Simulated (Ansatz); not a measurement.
Species: HCl$_{3}$Sn, SMILES `[Cl][SnH]([Cl])[Cl]` (charge 0, multiplicity 1).

Problem. Give a relaxed geometry from B3LYP-D3(BJ)/def2-TZVP in Ansatz (a program for electronic structure).

Solution. the end point of this relaxation (outside a Z-matrix the atoms follow the SMILES, hydrogens last).
Z-matrix (Å, degrees):
```
Sn
H 1 1.6965
Cl 1 2.3213 2 111.40
Cl 1 2.3214 2 111.40 3 -120.00
Cl 1 2.3214 2 111.40 3 120.00
```
